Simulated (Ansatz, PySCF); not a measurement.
Ligands exchanged one at a time, Ge F-H. All species are isolated molecules in the gas phase. Strings in code marks are SMILES.

Quantity: vertical ionisation energy (energy after one electron is removed minus that of the parent at the parent's geometry), in eV.

Level 1: B3LYP/6-31G* // r2SCAN-D4/def2-TZVP (PySCF)
Level 2: minus the HOMO energy of HF/STO-3G // r2SCAN-D4/def2-TZVP (PySCF)
Level 3: minus the HOMO energy of SVWN5/6-31G* // r2SCAN-D4/def2-TZVP (PySCF)
Level 4: HF/cc-pVTZ // r2SCAN-D4/def2-TZVP (Ansatz, a quantum-chemistry and plane-wave program)

```tsv
species	level 1	level 2	level 3	level 4
`[GeH4]`	12.22	11.24	8.31	11.64
`[F][GeH]([F])[F]`	13.65	10.67	9.34	14.46
`[F][GeH3]`	12.08	10.27	7.81	12.21
`[F][GeH2][F]`	12.38	10.33	8.15	12.86
```
